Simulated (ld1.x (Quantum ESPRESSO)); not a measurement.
**calcium (Ca), ultrasoft: configuration errors across variants**

ld1.x (Quantum ESPRESSO) 7.5 input, shortened:

```
&input
   title='Ca', zed=20., rel=1, dft='BP', iswitch=3,
   config='[Ar] 3d0 4s2 4p0'
 /
 &inputp
   pseudotype=3, tm=.true., lloc=-1, rcloc=2.00,
   nlcc=.false.,
   which_augfun='PSQ', rmatch_augfun=1.80
 /
6
3S  1  0   2.00   0.00  1.60  2.00  0.0
4S  2  0   2.00   0.00  1.60  2.00  0.0
3P  2  1   6.00   0.00  1.75  1.90  0.0
4P  3  1   0.00   0.00  1.75  1.90  0.0
3D  3  2   0.00   0.00  1.85  2.15  0.0
3D  3  2   0.00   0.40  1.85  2.15  0.0
 &test
   configts(1)='3s2 3p6 3d0 4s2 4p0'
 /
```

All-electron excitation energies from the reference (eV): (1) 3s2 3p6 3d0 4s1 4p0 6.455; (2) 3s2 3p6 3d0 4s0 4p0 18.254; (3) 3s2 3p6 3d0 4s1.5 4p0 2.569; (4) 3s1 3p6 3d0 4s2 4p0 54.291; (5) 3s2 3p6 3d1 4s1 4p0 2.297; (6) 3s2 3p6 3d1 4s0 4p0 7.835; (7) 3s2 3p6 3d0 4s0 4p2 5.016.

The overlap operator is not positive definite (basis up to 400 Ry) in “base”, “waves 3s (bound): rcut 1.52, rcutus 1.62 bohr; 4s (bound): rcut 1.52, rcutus 1.62 bohr”, “waves 3s (bound): rcut 1.60, rcutus 1.86 bohr; 4s (bound): rcut 1.60, rcutus 1.86 bohr”, “waves 3s (bound): rcut 1.60, rcutus 2.20 bohr; 4s (bound): rcut 1.60, rcutus 2.20 bohr”, “waves 3s (bound): rcut 1.60, rcutus 2.48 bohr; 4s (bound): rcut 1.60, rcutus 2.48 bohr”. Such files are unfit for use, however small their errors in these radial tests.

Tests that are not counted but printed errors over 1 eV. “waves 3s (bound): rcut 1.60, rcutus 2.48 bohr; 4s (bound): rcut 1.60, rcutus 2.48 bohr”: 3s1 3p6 3d0 4s2 4p0 (converged, but collapsed or in another state, printed error +21.6 eV).

3 further variants failed, have other tests or too few solved ones, and are left out.

Errors AE − PS in meV (a dash: test not solved or not reliable):

```csv
change,(1),(2),(3),(4),(5),(6),(7),bound ghosts
base,-8.3,-118,-1.2,+426,-32,-104,-130,not determined (overlap not positive)
"waves 3s (bound): rcut 1.52, rcutus 1.62 bohr; 4s (bound): rcut 1.52, rcutus 1.62 bohr",-0.2,+0.3,-0.1,+164,+6.8,+14,-1.6,not determined (overlap not positive)
"waves 3s (bound): rcut 1.60, rcutus 1.86 bohr; 4s (bound): rcut 1.60, rcutus 1.86 bohr",-0.6,-5.0,-0.1,+236,+2.4,+3.4,-8.5,not determined (overlap not positive)
"waves 3s (bound): rcut 1.60, rcutus 2.20 bohr; 4s (bound): rcut 1.60, rcutus 2.20 bohr",-0.4,-1.2,-0.1,+230,+4.3,+7.6,-3.8,not determined (overlap not positive)
"waves 3s (bound): rcut 1.60, rcutus 2.48 bohr; 4s (bound): rcut 1.60, rcutus 2.48 bohr",-0.2,+0.6,-0.1,–,+6.5,+12,-1.3,not determined (overlap not positive)
```

(1) Give the same row for: waves 3s (bound): rcut 1.30, rcutus 1.38 bohr; 4s (bound): rcut 1.30, rcutus 1.38 bohr.

## Answers

(1) -0.1, +0.3, -0.1, +805, +6.0, +13, -1.9; bound ghosts: not determined (overlap not positive). Its overlap operator is not positive definite in a basis up to 400 Ry (lowest eigenvalue s -4.35), so the file is unfit for use: the generalised eigenproblem breaks down once the basis is large enough, and its test numbers describe a broken file.
